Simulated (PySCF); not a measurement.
Spectra and structures to be paired. The calculation used TDDFT wB97X-D/def2-SVPD, vertical, gas phase, core orbitals frozen in the response (PySCF 2.14.0, density-fitted response routines). Geometries: PBE0-D3(BJ)/def2-SVP; one conformer of each isolated species. Triplets are in the Tamm–Dancoff approximation.

A. `[H][Si]([H])([H])[H]`
B. `CC#CCCl`
C. `BC1CCCC1`
D. `[H]/N=C(/C)C#N`
E. `CC(=S)C(F)(F)F`

Lowest singlet levels (six at most, fewer where fewer were computed) with oscillator strengths:

1. 2.35 eV (f 0.000); 5.97 eV (f 0.264); 6.38 eV (f 0.000); 6.99 eV (f 0.087); 7.19 eV (f 0.001); 7.35 eV (f 0.002)
2. 5.82 eV (f 0.007); 5.89 eV (f 0.001); 7.45 eV (f 0.039); 7.67 eV (f 0.002); 7.80 eV (f 0.002); 8.35 eV (f 0.000)
3. 5.82 eV (f 0.000); 6.38 eV (f 0.061); 6.83 eV (f 0.000); 6.98 eV (f 0.001); 7.07 eV (f 0.005); 7.30 eV (f 0.016); T1 5.11 eV
4. 9.28 eV (f 0.000 summed over 3 states); 9.41 eV (f 0.491 summed over 3 states); 9.53 eV (f 0.000 summed over 2 states); 10.02 eV (f 0.000) [of 10 roots; the last level is left out, as the window may have cut its degenerate partner]; T1 8.80 eV
5. 4.94 eV (f 0.004); 6.50 eV (f 0.000); 6.75 eV (f 0.134); 7.71 eV (f 0.000); 7.95 eV (f 0.008); 8.00 eV (f 0.072); T1 4.14 eV

Question: Which spectrum belongs to which structure?

Answer: 1 = E, 2 = C, 3 = B, 4 = A, 5 = D.
- A: S1 at 9.28 eV, HOMO-2/HOMO-1/HOMO→LUMO+1/LUMO+2 (≥48%), HOMO-2/HOMO-1/HOMO→LUMO+3 (≥15%); Löwdin shares by element: HOMO (one of a set within 0.03 eV) hydrogen 51% or more, silicon 44%; LUMO silicon 70%, hydrogen 22% or more; HOMO -11.77 and LUMO 1.97 eV; point group Td, 6 of its 9 listed states under f = 0.0005.
- B: S1 at 5.82 eV, HOMO→LUMO (88%); Löwdin shares by element: HOMO carbon 84% (atoms not listed hold the other 16%); LUMO carbon 48% or more, chlorine 39%; HOMO -9.50 and LUMO 1.49 eV.
- C: S1 at 5.82 eV, HOMO→LUMO (89%); Löwdin shares by element: HOMO carbon 37% or more, boron 22%, hydrogen 8% or more (atoms not listed hold the other 33%); LUMO boron 52%, hydrogen 21% or more, carbon 13% or more; HOMO -10.35 and LUMO 0.73 eV.
- D: S1 at 4.94 eV, HOMO→LUMO (98%); Löwdin shares by element: HOMO nitrogen 64% or more, carbon 17% or more, hydrogen 7% or more; LUMO nitrogen 49%, carbon 41% or more; HOMO -10.76 and LUMO -0.27 eV; point group Cs, 2 of its 6 listed states under f = 0.0005.
- E: S1 at 2.35 eV, HOMO→LUMO (100%); S1 has the pattern of n→π* at C=S; HOMO -9.08 and LUMO -1.24 eV.
B and C have S1 within 0.01 eV of each other; their strongest listed levels stand at 6.38 eV (f 0.061) and 7.45 eV (f 0.039).

A slash joins orbitals within 0.01 eV of each other, whose weights are summed (≥ marks a lower bound).
